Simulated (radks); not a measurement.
The table gives one normalised radial function P(r) = r R(r) (large component) of Cu in [Ar] 3d10 4s1 (r in bohr). Calculated with a radial shooting solver on a logarithmic mesh with Libxc functionals: Dirac Kohn-Sham, PBE, spin-unpolarised, spherical densities, point nucleus.

r           P
0.005235   0.0070
0.005998   0.0091
0.006871   0.0118
0.007872   0.0152
0.009019   0.0196
0.01042    0.0255
0.01193    0.0328
0.01367    0.0419
0.01566    0.0533
0.01809    0.0685
0.02073    0.0865
0.02374    0.1085
0.0272     0.1353
0.03117    0.1674
0.03599    0.2080
0.04124    0.2527
0.04725    0.3036
0.05413    0.3602
0.06201    0.4209
0.07162    0.4870
0.08205    0.5472
0.09401    0.5997
0.1077     0.6378
0.1234     0.6533
0.1425     0.6351
0.1633     0.5762
0.187      0.4698
0.2143     0.3130
0.2455     0.1078
0.2835    -0.1517
0.3249    -0.4192
0.3722    -0.6852
0.4264    -0.9231
0.4885    -1.1067
0.5642    -1.2192
0.6464    -1.2382
0.7405    -1.1761
0.8484    -1.0486
0.972     -0.8789
1.123     -0.6814
1.286     -0.5017
1.473     -0.3453
1.688     -0.2210
1.95      -0.1264
2.234     -0.0681
2.559     -0.0332
2.932     -0.0145
3.359     -0.0056
3.879     -0.0017
4.444     -0.0005
5.092     -0.0001
5.833     0.0000
6.683     0.0000
7.718     0.0000
8.843     0.0000
10.13     0.0000

Which n and l does it have? It may be an empty orbital.

Answer. n = 3, l = 1: the number of nodes gives n - l - 1 = 1, the rise at small r points to l (this Dirac orbital starts as r^gamma with gamma = sqrt((l + 1)^2 - (Z/c)^2) = 1.99; the j = 3/2 orbital of l + 1 starts with the same power, but with a smaller coefficient, and then steepens), and the extent must fit the shell. The curve is that of 3p3/2; the two j differ most near the nucleus, where j = l - 1/2 has the larger amplitude, and in heavy atoms j = l - 1/2 is also the more compact. 3p3/2: eigenvalue -71.280 eV, 1 radial node at r = 0.261 bohr, <r> = 0.753 bohr, 90 % of the charge inside 1.17 bohr.
